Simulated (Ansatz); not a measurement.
Two isomers of Cl2H4O2Si2: A = `O[Si](Cl)(Cl)O[SiH3]`, B = `O[SiH](O)[SiH](Cl)Cl`.

Isolated molecules relaxed with PBE0-D4/def2-TZVP in Ansatz; ΔE leaves out vibrations. CBS: MP2 limit from def2 TZ/QZ plus the TZ coupled-cluster correction, frozen cores. DFT in def2-TZVPP. B3LYP here is the variant with VWN-RPA as its local correlation; programs differ in this. Each species was taken in one conformer, which may not be the lowest.

Task: Which isomer does CCSD(T)/CBS put lower? Give the gap. (Estimate.)

Result: Ansatz gave: A, by 136.3 kJ/mol.

Task: Give E(B) − E(A) in kJ/mol with CCSD/def2-TZVPP, PBE0-D4, B3LYP, ωB97M-V, B2PLYP, CCSD(T)/def2-TZVPP, MP2/def2-TZVPP. (Estimate.)

Result: Ansatz gave: CCSD/def2-TZVPP 142.8, PBE0-D4 119.4, B3LYP 131.4, ωB97M-V 138.3, B2PLYP 138.0, CCSD(T)/def2-TZVPP 139.0, MP2/def2-TZVPP 144.1. None reverses the order clearly.

Largest T1 diagnostic: 0.011.

In def2-TZVPP, CCSD(T) changes the Hartree–Fock value by −24.7 kJ/mol (the triples alone add −3.8 kJ/mol) and MP2 by −19.6 kJ/mol. From PBE to PBE0 (25 % exact exchange), in def2-TZVPP and without D4, E(B) − E(A) moves by +13.0 kJ/mol.
